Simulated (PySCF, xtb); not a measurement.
Mo(NH)2(Cl)2 (Cl2H2MoN2), SMILES [Cl][Mo]([Cl])(=[NH])=[NH], multiplicity 1.

Harmonic wavenumbers (cm⁻¹) from GFN2-xTB (xtb) at its own minimum, in rising order: 110, 158, 160, 180, 244, 326, 328, 533, 626, 664, 672, 957, 1018, 3431, 3435.

### Question
What does PBE-D3(BJ)/def2-SVP in PySCF give at its own minimum? (Estimate from the structure and the level; the computed values follow.)

### Answer
106, 170, 204, 207, 290, 360, 384, 411, 594, 603, 717, 967, 995, 3495, 3498. Paired by order, the mean absolute difference is 43 cm⁻¹ and the zero-point energies are 18.4 and 18.6 kcal/mol.
